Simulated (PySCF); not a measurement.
**Simulated absorption spectrum**

Species: CH4Cl2Si.
SMILES with atom numbers: `[Cl:1][CH2:2][SiH2:3][Cl:4]` (hydrogens: H5, H6 on C2; H7, H8 on Si3)

Theory: TDDFT wB97X-D/def2-SVPD, vertical, gas phase, core orbitals frozen in the response in PySCF 2.14.0, density-fitted response routines. Geometry: PBE0-D3(BJ)/def2-SVP, one conformer, isolated molecule. Torsions of this conformer, `[Cl:1][CH2:2][SiH2:3][Cl:4]`: Cl1–C2–Si3–Cl4 180°.

Computed states:

```csv
state,E (eV),f
S1,6.84,0.038
S2,7.23,0.0032
S3,7.72,0.0083
S4,7.72,0.0071
S5,8.09,0.0095
S6,8.30,0.0075
S7,8.51,0.0066
S8,8.51,0.0091
S9,8.87,0.018
S10,8.98,0.0014
```

Each state is given a Gaussian of 0.25 eV full width at half maximum, with ε(max) = 2.175×10⁸ f / Δν̃ (Δν̃ the width in cm⁻¹). The width is an assumption, not a result. The curve ends short of the highest state used, and states not computed would add to its high-energy end.

(1) Give the broadened spectrum and its maxima.

(2) Coming from long wavelengths, where does ε first pass 100 L mol⁻¹ cm⁻¹?

## Answers

(1) 
| E (eV) | ε (L mol⁻¹ cm⁻¹) |
| --- | --- |
| 6.47 | 9 |
| 6.50 | 23 |
| 6.54 | 73 |
| 6.57 | 157 |
| 6.61 | 383 |
| 6.64 | 680 |
| 6.68 | 1293 |
| 6.71 | 1908 |
| 6.74 | 2598 |
| 6.78 | 3465 |
| 6.81 | 3918 |
| 6.85 | 4075 |
| 6.88 | 3825 |
| 6.92 | 3107 |
| 6.95 | 2426 |
| 6.99 | 1555 |
| 7.02 | 1035 |
| 7.06 | 579 |
| 7.09 | 401 |
| 7.13 | 315 |
| 7.16 | 315 |
| 7.20 | 338 |
| 7.23 | 345 |
| 7.27 | 320 |
| 7.30 | 278 |
| 7.34 | 205 |
| 7.37 | 153 |
| 7.41 | 106 |
| 7.44 | 100 |
| 7.48 | 149 |
| 7.51 | 242 |
| 7.55 | 459 |
| 7.58 | 690 |
| 7.62 | 1057 |
| 7.65 | 1329 |
| 7.68 | 1542 |
| 7.72 | 1662 |
| 7.75 | 1605 |
| 7.79 | 1364 |
| 7.82 | 1119 |
| 7.86 | 812 |
| 7.89 | 656 |
| 7.93 | 593 |
| 7.96 | 648 |
| 8.00 | 811 |
| 8.03 | 952 |
| 8.07 | 1101 |
| 8.10 | 1157 |
| 8.14 | 1161 |
| 8.17 | 1135 |
| 8.21 | 1105 |
| 8.24 | 1105 |
| 8.28 | 1141 |
| 8.31 | 1195 |
| 8.35 | 1304 |
| 8.38 | 1420 |

Maxima: 181 nm (6.84 eV), ε about 4100, made up of S1 (100%); 172 nm (7.23 eV), ε about 340, made up of S2 (98%); 161 nm (7.72 eV), ε about 1700, made up of S3 (54%) and S4 (46%); 153 nm (8.12 eV), ε about 1200, made up of S5 (83%) and S6 (16%) (ε in L mol⁻¹ cm⁻¹; maxima over ε = 5, shares over 10%). At its high-energy end, 8.38 eV, the curve is still rising (ε about 1400, from S6, S7 and S8).

(2) At about 189 nm (6.55 eV), 0.29 eV below S1.

All these states lie below the vertical ionisation energy of 10.81 eV (ΔSCF).

The run took 57 s wall on an x86-64 server with one thread (shared host).
